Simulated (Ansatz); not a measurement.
Q: Name a neutral molecule of C, Ga, S and H with HOMO–LUMO gap (B3LYP/def2-TZVPP) between 5.65 and 5.95 eV and HOMO energy (PBE0/def2-TZVPP) between -6.95 and -6.65 eV (Ansatz, PBE0-D4/def2-TZVP geometry).

A: `C[S][Ga]([S]C)[S]C` (5.86 eV, -6.90 eV). Other molecules can fit too; these were computed, each in one conformer that needn't be the lowest.

B3LYP here is the variant with VWN-RPA as its local correlation; programs differ in this.
